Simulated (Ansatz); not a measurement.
Basis sets compared for BMe2(PMe2) (C4H12BP). Charge 0, multiplicity 1. Geometry r2SCAN-D4/def2-SVP. Ansatz on 4 threads of Arm Neoverse N1 on a shared host; times are rough, and most runs start from earlier orbitals.

```xyz
18

B    -0.889   -0.096   -0.321
C    -1.444   -1.573   -0.326
H    -0.815   -2.151   -1.034
H    -2.478   -1.650   -0.703
H    -1.379   -2.101    0.638
C    -1.450    0.954   -1.354
H    -1.260    0.572   -2.376
H    -1.039    1.972   -1.295
H    -2.551    1.019   -1.275
P     0.315    0.436    1.025
C     1.500    1.678    0.328
C     1.404   -1.002    1.449
H     2.122    1.267   -0.484
H     2.161    2.050    1.126
H     0.935    2.538   -0.061
H     2.027   -1.329    0.601
H     2.063   -0.738    2.290
H     0.778   -1.847    1.771
```

Binding counts from free atoms (B doublet, C triplet, H doublet, P quartet) in the same basis, without a counterpoise term.

| level | functions | energy (Eh) | HOMO (eV) | LUMO (eV) | binding per atom (eV) | wall time |
| --- | --- | --- | --- | --- | --- | --- |
| PBE-D4/def2-SVP | 148 | -525.2026 | -4.91 | -1.46 | 4.00 | 2.5 s |
| PBE0-D4/def2-SVP | 148 | -525.2792 | -5.97 | -0.60 | 3.96 | 3.4 s |

Q: Estimate the rows for PBE-D4/def2-TZVP, PBE0-D4/def2-TZVP.

A: 
```
            level  functions  energy (Eh)  HOMO (eV)  LUMO (eV)  binding per atom (eV)  wall time
 PBE-D4/def2-TZVP        264    -525.5243      -5.03      -1.64                   3.98        5 s
PBE0-D4/def2-TZVP        264    -525.5930      -6.04      -0.75                   3.94      7.5 s
```
